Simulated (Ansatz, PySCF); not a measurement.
Si(F)2(Me)(NCO) (C₂H₃F₂NOSi), SMILES C[Si](F)(N=C=O)F. Atoms are numbered in the order given.

```xyz
10

C     -1.8863    -1.1435     0.2536
Si    -0.6602     0.2235     0.1258
F     -1.0522     1.2436    -1.0616
F     -0.6263     1.0991     1.4809
N      0.9174    -0.3428    -0.1707
C      2.0492    -0.6860    -0.3790
O      3.1459    -1.0331    -0.5817
H     -1.6189    -1.8253     1.0758
H     -2.8949    -0.7462     0.4461
H     -1.9145    -1.7244    -0.6814
```

Coordinates come from a B3LYP-D3(BJ)/def2-SVP optimisation. Other conformers were not sampled.

Two levels are set side by side: PBE-D3(BJ)/def2-SVP (Ansatz, a quantum-chemistry and plane-wave program) and B3LYP-D3(BJ)/def2-SVP (Ansatz). Each level has its own optimised geometry; the coordinates shown are those of the second. Frequencies come from the Hessian of PySCF at each geometry. Differences are taken from unrounded values.

```csv
quantity,B3LYP-D3(BJ)
mean bond length (Å),1.383
bond C1–Si2 (Å),1.841
bond Si2–F3 (Å),1.614
bond Si2–F4 (Å),1.614
bond Si2–N5 (Å),1.702
bond N5–C6 (Å),1.201
bond C6–O7 (Å),1.168
bond C1–H8 (Å),1.101
bond C1–H9 (Å),1.101
bond C1–H10 (Å),1.101
highest harmonic wavenumber (cm⁻¹),3139
mean harmonic wavenumber (cm⁻¹),1048
zero-point energy (kcal/mol),35.94
```

### Question
What does PBE-D3(BJ) give, and how far is it from B3LYP-D3(BJ)? (Estimate from the structure and the level; the computed values follow.)

### Answer

| quantity | PBE-D3(BJ) | PBE-D3(BJ) minus B3LYP-D3(BJ) |
|---|---|---|
| mean bond length (Å) | 1.391 | 0.009 |
| bond C1–Si2 (Å) | 1.847 | 0.006 |
| bond Si2–F3 (Å) | 1.626 | 0.012 |
| bond Si2–F4 (Å) | 1.626 | 0.012 |
| bond Si2–N5 (Å) | 1.711 | 0.009 |
| bond N5–C6 (Å) | 1.211 | 0.010 |
| bond C6–O7 (Å) | 1.179 | 0.011 |
| bond C1–H8 (Å) | 1.108 | 0.007 |
| bond C1–H9 (Å) | 1.108 | 0.007 |
| bond C1–H10 (Å) | 1.108 | 0.007 |
| highest harmonic wavenumber (cm⁻¹) | 3094 | -45 |
| mean harmonic wavenumber (cm⁻¹) | 1019 | -28 |
| zero-point energy (kcal/mol) | 34.97 | -0.97 |

Exact exchange shortens and stiffens bonds; PBE has none. Differences between two approximate levels are no errors against the true value.
